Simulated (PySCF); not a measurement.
An excited-state job on `C(F)(F)(F)/C(F)=P\[H]`.

Method: TDDFT CAM-B3LYP/def2-SVPD, vertical, gas phase, core orbitals frozen in the response (PySCF 2.14.0, density-fitted response routines). Geometry: GFN2-xTB. A driver script takes a list of jobs; this job's settings line and coordinates (Å) are shown.

Input:
```
{"job": {"kind": "uv", "xc": "CAM-B3LYP", "basis": "def2-SVPD", "nstates": 8, "ntriplets": 3}, "charge": 0, "multiplicity": 1}
F     -0.183897     1.965888    -0.125307
C      0.325535     0.718089    -0.113583
P      1.968882     0.496231    -0.357948
C     -0.745612    -0.305255     0.140474
F     -1.303806    -0.176397     1.351529
F     -0.244403    -1.549967     0.079202
F     -1.738732    -0.243538    -0.753608
H      1.931090    -0.895640    -0.245325
```

Output:
```
coarse grid: 8760 points
cycle   1  E = -816.6426567048  dE =  1.176e+00  |g| = 1.025e+00  |ddm| = 3.399e+00
cycle   2  E = -816.4808457570  dE =  1.618e-01  |g| = 1.460e+00  |ddm| = 1.934e+00
cycle   3  E = -816.8428714882  dE = -3.620e-01  |g| = 8.292e-02  |ddm| = 1.159e+00
cycle   4  E = -816.8439777808  dE = -1.106e-03  |g| = 5.654e-02  |ddm| = 1.478e-01
cycle   5  E = -816.8447716710  dE = -7.939e-04  |g| = 1.136e-02  |ddm| = 7.431e-02
cycle   6  E = -816.8448005650  dE = -2.889e-05  |g| = 4.232e-03  |ddm| = 1.397e-02
cycle   7  E = -816.8448052396  dE = -4.675e-06  |g| = 1.455e-03  |ddm| = 7.216e-03
final grid: 86136 points
cycle   8  E = -816.9413057432  dE = -1.951e-05  |g| = 4.668e-03  |ddm| = 4.001e-02
cycle   9  E = -816.9413030888  dE =  2.654e-06  |g| = 6.297e-03  |ddm| = 7.850e-03
cycle  10  E = -816.9413094243  dE = -6.336e-06  |g| = 2.235e-04  |ddm| = 4.142e-03
cycle  11  E = -816.9413094345  dE = -1.017e-08  |g| = 2.237e-04  |ddm| = 5.178e-04
cycle  12  E = -816.9413094469  dE = -1.241e-08  |g| = 3.855e-05  |ddm| = 3.094e-04
cycle  13  E = -816.9413094474  dE = -4.761e-10  |g| = 2.554e-05  |ddm| = 7.268e-05
converged SCF energy = -816.9413094474

Static polarisability (au): isotropic 53.884, principal 42.040 49.221 70.391

Singlet excitations
state   eV       nm        f      main configurations
  1   4.9976    248.1   0.01173   H-1->L 0.99
  2   5.4223    228.7   0.23470   H->L 0.95
  3   6.7537    183.6   0.00521   H->L+1 0.66, H-2->L 0.19, H->L+2 0.11
  4   6.8714    180.4   0.00119   H-2->L 0.78, H->L+1 0.17
  5   8.1769    151.6   0.05097   H->L+2 0.69, H->L+4 0.18, H->L+1 0.09
  6   8.3428    148.6   0.02442   H->L+4 0.41, H->L+5 0.27, H->L+2 0.10
  7   8.4142    147.4   0.16094   H-1->L+1 0.88
  8   8.7656    141.4   0.01795   H->L+3 0.50, H->L+5 0.33

Triplet excitations (Tamm-Dancoff, eV): 2.5975 3.9981 6.4106
```

The SCF starts on a coarse grid where the log names one; the energy can jump when the final grid takes over, and dE then counts from the start density on the new grid. H and L stand for HOMO and LUMO; the number after each pair is its weight.

Task: Give S1 in cm⁻¹ and kJ/mol.

Result: 4.9976 eV × 8065.54 = 40308 cm⁻¹; × 96.485 = 482.2 kJ/mol.

Task: How does the lowest singlet excitation compare with the HOMO–LUMO gap?

Result: HOMO -9.67 eV and LUMO -1.65 eV give a gap of 8.02 eV; S1 at 5.00 eV lies 3.02 eV below it.

Summary of the converged run: HOMO -9.67 eV, LUMO -1.65 eV; lowest singlet 5.00 eV; lowest triplet 2.60 eV (Tamm–Dancoff); mean polarisability 53.9 au.

Hardware: x86-64 server, one thread, no GPU, on a shared host. Cost: 35 s wall.
Labels such as C1 count atoms from 1, the log's own numbers from 0.
